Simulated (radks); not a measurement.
Spherical quantum dot in the effective-mass picture: electrons in a parabolic well V = omega^2 r^2 / 2 with omega = 0.621, all in effective atomic units (hartree* = m*/eps^2 hartree, bohr* = eps/m* bohr), one dielectric constant everywhere. Method: non-relativistic Kohn-Sham, r2SCAN, spin-polarised, spherical densities, generalised Kohn-Sham scheme; computed with a radial shooting solver with Libxc functionals. Levels are named by radial order and angular momentum (1s, 1p, 1d, 2s, ...), and open shells are averaged over m. Results are scaled to m* = 0.027 and eps = 6, for which hartree* = 20.41 meV and bohr* = 11.76 nm.

N = 7, configuration 1s2 1p(up 3, down 2). This is the lowest configuration that the search found. Occupied and some empty levels:

level,occupation,eigenvalue (meV),<r> (nm)
1s up,1,74.114,22.07
1s down,1,74.606,21.89
1p up,3,82.004,27.25
1p down,2,82.709,27.29
1d up,0,91.222,31.11
1d down,0,91.997,31.23
2s up,0,93.558,27.42
2s down,0,94.010,27.48
1f up,0,101.47,34.32
1f down,0,102.26,34.51

Energy (meV): total 371.545, kinetic 66.591, external 147.01, Hartree 204.65, exchange-correlation -46.707.
